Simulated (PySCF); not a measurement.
PySCF input file for GeH8N2Si, SMILES N[SiH2][GeH2][NH2], PBE-D3(BJ)/def2-SVP. Coordinates come from a PBE-D3(BJ)/def2-SVP optimisation. The structure was generated by enumeration, and PubChem lists no compound with its InChIKey, so it may never have been made. One conformer was computed; it need not be the lowest.

```python
import numpy as np
from pyscf import gto, scf, dft, df
from pyscf.hessian import thermo

mol = gto.M(
    atom='''
    N    -2.61553259    0.28511096    0.05553749
    Si   -1.05860331    1.08910445    0.09509649
    Ge    0.60233273   -0.63098887    0.05664232
    N     2.23655715    0.19721945   -0.31643054
    H    -2.77429976   -0.39528351   -0.69295004
    H    -3.45746644    0.85386597    0.18529344
    H    -0.99801465    1.89482391    1.36435461
    H    -0.74915257    2.05153848   -1.03986784
    H     0.78505364   -1.32980562    1.43175804
    H     0.17955858   -1.74670374   -0.96841727
    H     3.00888073   -0.47650644   -0.39474429
    H     2.20406746    0.71593933   -1.20308073
    ''',
    basis='def2-SVP',
    charge=0,
    spin=0,
    max_memory=1600,
    verbose=3,
)
mf = dft.RKS(mol, xc='pbe').density_fit(auxbasis='def2-universal-jkfit')
mf.disp = 'd3bj'
mf.grids.level = 3
mf.conv_tol = 1e-11
mf.max_cycle = 100
mf.kernel()

# analytic Hessian; the response equations are solved on a coarser grid
h, args, fine = mf.Hessian(), (mf.mo_energy, mf.mo_coeff, mf.mo_occ), mf.grids
h.max_memory = max(150, 2.5e-5 * df.make_auxmol(mol, mf.with_df.auxbasis).nao * mol.nelec[0] * (mol.nelec[0] + mol.nao))  # MB; small integral blocks
h1ao = h.make_h1(mf.mo_coeff, mf.mo_occ)
mf.grids = dft.Grids(mol).set(level=1).build(with_non0tab=True)
mo1, mo_e1 = h.solve_mo1(*args, h1ao)
mf.grids = fine
hess = h.hess_elec(*args, mo1, mo_e1, h1ao) + h.hess_nuc()
if mf.do_disp():
    hess += h.get_dispersion()
for i in range(mol.natm):  # the analytic DFT Hessian lacks the response of the grid: restore translational invariance
    hess[i, i] -= hess[i].sum(axis=0)
hess = (hess + hess.transpose(1, 0, 3, 2)) / 2
vib = thermo.harmonic_analysis(mol, hess, imaginary_freq=False)
thermo.dump_normal_mode(mol, vib)
th = thermo.thermo(mf, vib['freq_au'][vib['freq_au'] > 0], 298.15, 101325)
thermo.dump_thermo(mol, th)
g0 = mf.nuc_grad_method().set(verbose=0).kernel()

# dipole derivatives [dipole axis, atom, xyz] from the same response
r, irp = mol.intor('int1e_r'), mol.intor('int1e_irp').reshape(3, 3, mol.nao, mol.nao)
sl, dm0, ok = mol.aoslice_by_atom(), np.array(mf.make_rdm1()), []
dmu = np.einsum('a,xt->xat', mol.atom_charges(), np.eye(3))
for a, (_, _, p0, p1) in enumerate(sl):
    dmu[:, a] += 2 * np.einsum('xtij,ij->xt', irp[:, :, :, p0:p1], dm0.reshape(-1, mol.nao, mol.nao).sum(0)[:, p0:p1])
    for u, c, occ, f in [(mo1, mf.mo_coeff, mf.mo_occ, 4)]:
        dmu[:, a] -= f * np.einsum('tui,xuv,vi->xt', u[a], r, c[:, occ > 0], optimize=True)
L = vib['norm_mode']
ir = 974.8801 * (np.einsum('xat,kat->kx', dmu, L) ** 2).sum(1)       # km/mol
apt = np.einsum('xax->a', dmu) / 3

# polarisability derivatives from nuclear gradients in small electric fields
h0, F = mf.get_hcore(), 0.005
def in_field(f, guess):
    m = mf.copy()
    m.verbose, m.conv_tol, m.conv_tol_grad = 0, 1e-11, 2e-7
    m.get_hcore = lambda *a: h0 + np.einsum('x,xij->ij', f, r)
    m.kernel(guess)
    ok.append(m.converged)
    dm = np.array(m.make_rdm1())
    g = m.nuc_grad_method().kernel() - np.outer(mol.atom_charges(), f)
    for a, (_, _, p0, p1) in enumerate(sl):
        g[a] -= 2 * np.einsum('x,xtij,ij->t', f, irp[:, :, :, p0:p1], dm[:, p0:p1])
    return g, -np.einsum('xij,ij->x', r, dm), dm
E = np.eye(3) * F
g0, _, dm0 = in_field(np.zeros(3), dm0)
gp = [in_field(e, dm0) for e in E]
gm = [in_field(-e, 2 * dm0 - p[2]) for e, p in zip(E, gp)]
alpha = np.array([(p[1] - q[1]) / (2 * F) for p, q in zip(gp, gm)])  # bohr^3
check = abs(np.array([-(p[0] - q[0]) / (2 * F) for p, q in zip(gp, gm)]) - dmu).max()
print('static polarisability / bohr^3:', alpha.round(3))
print('largest difference of analytic and finite-field dipole derivatives / e:', check)
da = np.zeros((3, 3, mol.natm, 3))
for x in range(3):
    da[x, x] = -(gp[x][0] + gm[x][0] - 2 * g0) / F**2
for x, y in ((0, 1), (0, 2), (1, 2)):
    up, down = in_field(E[x] + E[y], gp[x][2] + gp[y][2] - dm0), in_field(-E[x] - E[y], gm[x][2] + gm[y][2] - dm0)
    both = -(up[0] + down[0] - 2 * g0) / F**2
    da[x, y] = da[y, x] = (both - da[x, x] - da[y, y]) / 2
aq = np.einsum('xyat,kat->kxy', da, L) * 0.529177210903**2           # A^2/amu^1/2
a = np.einsum('kxx->k', aq) / 3
g2 = 1.5 * (aq**2).sum((1, 2)) - 4.5 * a**2
raman, depol = 45 * a**2 + 7 * g2, 3 * g2 / (45 * a**2 + 4 * g2 + 1e-12)
print('mode   freq/cm-1   IR/(km/mol)   Raman/(A^4/amu)   depolarisation')
for k, w in enumerate(vib['freq_wavenumber']):
    print(f'{k + 1:4d} {w:11.2f} {ir[k]:13.3f} {raman[k]:17.3f} {depol[k]:16.3f}')
print('max |gradient| / (hartree/bohr):', abs(g0).max())
print('APT charges:', apt.round(4))
```

It prints:

```
converged SCF energy = -2479.79325003753

WARN: DFTD3 does not support analytical Hessian, using finite difference


WARN: Mole.unit (angstrom) is changed to Bohr

Mode                                 0                   1                   2
Irrep
Freq [cm^-1]                       50.1521             86.9344            161.0365
Reduced mass [au]                   3.1334              3.6315              1.5009
Force const [Dyne/A]                0.0046              0.0162              0.0229
Char temp [K]                      72.1578            125.0792            231.6957
Normal mode                   x     y     z       x     y     z       x     y     z
       0   N                -0.01  0.00  0.14   -0.06  0.11 -0.00   -0.09  0.05 -0.01
       1  Si                -0.00 -0.00 -0.06    0.02 -0.04 -0.01   -0.05 -0.03  0.01
       2  Ge                -0.00 -0.00 -0.03    0.02 -0.04  0.01    0.03  0.01 -0.01
       3   N                 0.03  0.01  0.14   -0.08  0.14 -0.01    0.05 -0.03 -0.02
       4   H                -0.09 -0.03  0.19   -0.13  0.13 -0.00   -0.24  0.25 -0.16
       5   H                 0.01  0.02  0.18    0.01  0.21 -0.01   -0.03  0.08  0.24
       6   H                 0.11  0.10 -0.14    0.08 -0.01 -0.03   -0.03 -0.13  0.07
       7   H                -0.09 -0.10 -0.17    0.10 -0.08 -0.03   -0.05  0.05  0.08
       8   H                -0.11 -0.05 -0.04    0.09 -0.02  0.01    0.04  0.12  0.05
       9   H                 0.08  0.03 -0.11    0.11 -0.08  0.01    0.07 -0.08  0.08
      10   H                 0.04  0.01  0.20    0.00  0.23 -0.04    0.07 -0.05  0.38
      11   H                 0.11  0.02  0.14   -0.16  0.16  0.01    0.20 -0.36 -0.22
Mode                                 3                   4                   5
Irrep
Freq [cm^-1]                      191.1138            232.1796            353.2110
Reduced mass [au]                   1.4338              1.3715              4.6378
Force const [Dyne/A]                0.0309              0.0436              0.3409
Char temp [K]                     274.9702            334.0548            508.1919
Normal mode                   x     y     z       x     y     z       x     y     z
       0   N                -0.07  0.03 -0.01    0.08 -0.06 -0.01    0.01  0.00  0.00
       1  Si                -0.04 -0.02 -0.01    0.04  0.01 -0.03    0.07 -0.12  0.00
       2  Ge                 0.02  0.01  0.01   -0.02 -0.00  0.01   -0.03  0.05  0.00
       3   N                 0.06 -0.07  0.01   -0.04  0.03  0.00   -0.00 -0.01 -0.00
       4   H                -0.19  0.16 -0.09   -0.14  0.33 -0.32   -0.07  0.07 -0.04
       5   H                -0.02  0.05  0.19    0.08 -0.19  0.62    0.10  0.15 -0.04
       6   H                -0.08  0.01 -0.03   -0.02 -0.09  0.04    0.07 -0.04 -0.05
       7   H                -0.02 -0.04 -0.03   -0.01  0.10  0.04    0.16 -0.22 -0.06
       8   H                -0.04 -0.06 -0.02   -0.07  0.09  0.06    0.02 -0.10 -0.08
       9   H                -0.00  0.07 -0.04    0.02 -0.07  0.06   -0.08  0.14 -0.08
      10   H                -0.07 -0.16 -0.55   -0.00  0.07 -0.03   -0.06 -0.07  0.02
      11   H                -0.10  0.36  0.26   -0.07  0.05  0.02    0.03 -0.05 -0.03
Mode                                 6                   7                   8
Irrep
Freq [cm^-1]                      363.9587            429.6960            522.2484
Reduced mass [au]                   1.1082              1.2469              1.1909
Force const [Dyne/A]                0.0865              0.1356              0.1914
Char temp [K]                     523.6556            618.2369            751.3992
Normal mode                   x     y     z       x     y     z       x     y     z
       0   N                -0.00  0.01  0.02   -0.03 -0.08  0.08   -0.01 -0.00  0.02
       1  Si                 0.02 -0.03 -0.01    0.00  0.02 -0.00   -0.00  0.00 -0.05
       2  Ge                -0.01  0.01 -0.01    0.00 -0.01 -0.00   -0.00 -0.00  0.02
       3   N                 0.01 -0.02  0.02   -0.00  0.00 -0.00    0.03  0.04 -0.01
       4   H                 0.04 -0.10  0.10    0.11  0.46 -0.47   -0.02 -0.04  0.05
       5   H                 0.00  0.06 -0.16    0.14  0.31 -0.44    0.01  0.04 -0.05
       6   H                 0.25 -0.32  0.16    0.03  0.05 -0.03    0.19 -0.35  0.17
       7   H                -0.10  0.22  0.17   -0.14 -0.01 -0.07   -0.13  0.30  0.18
       8   H                -0.18  0.45  0.24   -0.03  0.03  0.02   -0.21 -0.29 -0.11
       9   H                 0.19 -0.33  0.29   -0.00 -0.00  0.00    0.14  0.25 -0.32
      10   H                -0.02 -0.03 -0.12    0.01  0.01 -0.01   -0.10 -0.10 -0.15
      11   H                -0.01  0.13  0.11   -0.01  0.01  0.01   -0.17 -0.26 -0.19
Mode                                 9                  10                  11
Irrep
Freq [cm^-1]                      556.6689            625.6745            654.9874
[...]
      11   H                -0.51 -0.20 -0.03    0.04  0.02  0.00    0.03 -0.01 -0.01
Mode                                21                  22                  23
Irrep
Freq [cm^-1]                     1503.9340           1964.6226           2066.0000
Reduced mass [au]                   1.0919              1.0202              1.0381
Force const [Dyne/A]                1.4551              2.3201              2.6106
Char temp [K]                    2163.8261           2826.6545           2972.5141
Normal mode                   x     y     z       x     y     z       x     y     z
       0   N                 0.00  0.00  0.00   -0.00 -0.00  0.00   -0.00 -0.00  0.00
       1  Si                -0.00 -0.00 -0.00    0.00  0.00 -0.00   -0.01 -0.02  0.02
       2  Ge                 0.00  0.00  0.00    0.00  0.01  0.01   -0.00  0.00 -0.00
       3   N                -0.06 -0.01  0.05    0.00  0.00  0.00    0.00  0.00  0.00
       4   H                -0.03  0.01  0.00   -0.01  0.00 -0.00   -0.00 -0.00 -0.00
       5   H                -0.02 -0.02 -0.02   -0.00 -0.00 -0.00   -0.00  0.00 -0.00
       6   H                 0.00  0.00 -0.00   -0.01  0.01  0.00    0.00 -0.02 -0.01
       7   H                 0.00 -0.00  0.01   -0.01 -0.01  0.02    0.18  0.58 -0.69
       8   H                -0.02 -0.01 -0.01   -0.00  0.02  0.02    0.04 -0.15  0.30
       9   H                 0.01 -0.00 -0.00   -0.26 -0.70 -0.65   -0.00 -0.01 -0.02
      10   H                 0.20  0.31 -0.56   -0.00 -0.00 -0.00    0.00  0.00 -0.01
      11   H                 0.60 -0.27 -0.17   -0.00  0.00 -0.00    0.01 -0.00 -0.00
Mode                                24                  25                  26
Irrep
Freq [cm^-1]                     2071.3062           2161.7927           3424.5128
Reduced mass [au]                   1.0230              1.0406              1.0504
Force const [Dyne/A]                2.5859              2.8651              7.2577
Char temp [K]                    2980.1485           3110.3384           4927.1115
Normal mode                   x     y     z       x     y     z       x     y     z
       0   N                 0.00 -0.00 -0.00   -0.00  0.00 -0.00    0.00 -0.00 -0.00
       1  Si                -0.00 -0.01  0.01    0.00  0.02  0.03   -0.00 -0.00 -0.00
       2  Ge                 0.00 -0.01  0.01    0.00 -0.00  0.00    0.00  0.00  0.00
       3   N                 0.00 -0.00  0.00   -0.00  0.00 -0.00   -0.04  0.01  0.04
       4   H                -0.00 -0.00  0.00    0.01 -0.00  0.01   -0.00  0.00  0.00
       5   H                 0.00  0.00  0.00    0.00  0.00  0.00   -0.00  0.00 -0.00
       6   H                 0.00  0.01  0.03   -0.04 -0.52 -0.83    0.00 -0.00 -0.00
       7   H                 0.07  0.21 -0.25   -0.01  0.00  0.02   -0.00 -0.00  0.00
       8   H                -0.11  0.41 -0.83   -0.01  0.02 -0.03   -0.00  0.00 -0.00
       9   H                 0.00 -0.03  0.01   -0.00 -0.00 -0.01    0.00  0.00 -0.00
      10   H                 0.00 -0.00  0.00   -0.00 -0.00  0.00    0.53 -0.46 -0.02
      11   H                -0.01 -0.00  0.01    0.00  0.00  0.00   -0.04  0.37 -0.57
Mode                                27                  28                  29
Irrep
Freq [cm^-1]                     3473.2064           3518.8325           3567.1976
Reduced mass [au]                   1.0500              1.0929              1.0947
Force const [Dyne/A]                7.4630              7.9729              8.2076
Char temp [K]                    4997.1708           5062.8165           5132.4031
Normal mode                   x     y     z       x     y     z       x     y     z
       0   N                 0.05  0.01  0.02    0.00 -0.00 -0.00    0.03 -0.06 -0.04
       1  Si                -0.00 -0.00  0.00    0.00 -0.00  0.00    0.00 -0.00 -0.00
       2  Ge                 0.00  0.00 -0.00   -0.00  0.00 -0.00   -0.00  0.00  0.00
       3   N                -0.00  0.00 -0.00   -0.04  0.06 -0.04    0.00 -0.00  0.00
       4   H                -0.08 -0.45 -0.47    0.00  0.00  0.00    0.12  0.47  0.51
       5   H                -0.58  0.40  0.12   -0.00  0.00  0.00   -0.53  0.35  0.08
       6   H                 0.00 -0.00 -0.00   -0.00  0.00  0.00   -0.00  0.00  0.00
       7   H                -0.00 -0.00  0.00    0.00  0.00 -0.00    0.00 -0.00 -0.00
       8   H                -0.00  0.00 -0.00    0.00 -0.00  0.00    0.00 -0.00 -0.00
       9   H                 0.00  0.00  0.00   -0.00 -0.00 -0.00   -0.00 -0.00 -0.00
      10   H                 0.00 -0.00 -0.00    0.50 -0.43 -0.05   -0.00  0.00  0.00
      11   H                 0.00 -0.00  0.00    0.02 -0.35  0.59   -0.00  0.00 -0.00
temperature 298.1500 [K]
pressure 101325.00 [Pa]
Rotational constants [GHz] 8.00672 1.72466 1.49267
Symmetry number 1
Zero-point energy (ZPE) 0.08213 [Eh]   215643.361 [J/mol]
                           tot       elec      trans        rot        vib
Entropy [J/mol/K]       374.967      0.000    170.087    113.583     91.296
Cv [J/mol/K]            122.882      0.000     12.472     12.472     97.939
Cp [J/mol/K]            131.197      0.000     20.786     12.472     97.939
Internal energy [J/mol]                      3718.434   3718.434 230300.140
Internal energy [Eh]   -2479.70270  -2479.79325
Enthalpy [J/mol]                             6197.391   3718.434 230300.140
Enthalpy [Eh]          -2479.70176
Gibbs free energy [J/mol]                  -44514.180 -30146.313 203080.134
Gibbs free energy [Eh] -2479.74434
static polarisability / bohr^3: [[ 7.9958e+01 -5.8000e+00 -1.3550e+00]
 [-5.7980e+00  7.2914e+01 -1.5000e-02]
 [-1.3540e+00 -1.6000e-02  6.1135e+01]]
largest difference of analytic and finite-field dipole derivatives / e: 0.001225875798152476
mode   freq/cm-1   IR/(km/mol)   Raman/(A^4/amu)   depolarisation
   1       50.15         0.633             0.033            0.704
   2       86.93         0.049             0.102            0.731
   3      161.04         2.456             2.229            0.645
   4      191.11        30.170             1.546            0.681
   5      232.18        19.193             2.084            0.679
   6      353.21         1.177            13.111            0.179
   7      363.96        29.556             2.921            0.384
   8      429.70       169.867             2.660            0.384
   9      522.25        30.487             2.915            0.682
  10      556.67       138.736             9.145            0.422
  11      625.67        43.249            21.200            0.436
  12      654.99        70.187            13.557            0.665
  13      683.54        73.004             7.365            0.693
  14      710.99       132.103            12.796            0.745
  15      767.09        12.221            24.857            0.561
  16      822.42        75.610             2.452            0.588
  17      849.46        91.777            15.685            0.631
  18      887.37       137.130            11.701            0.739
  19      914.54         4.310             5.231            0.748
  20      940.63        85.524            15.455            0.746
  21     1497.45        30.406             7.775            0.678
  22     1503.93        15.493             6.495            0.705
  23     1964.62       188.299           207.981            0.218
  24     2066.00        79.315           277.780            0.209
  25     2071.31       196.129            77.456            0.361
  26     2161.79        99.902           156.839            0.231
  27     3424.51         5.332           167.150            0.130
  28     3473.21        16.128           187.153            0.152
  29     3518.83         7.978            92.725            0.708
  30     3567.20        19.648           102.458            0.692
max |gradient| / (hartree/bohr): 5.893060659680486e-05
APT charges: [-0.7347  1.0057  0.9327 -0.6387  0.1671  0.1621 -0.2509 -0.327  -0.2494
 -0.3259  0.1295  0.1296]
```

The calculation finished and met its thresholds.
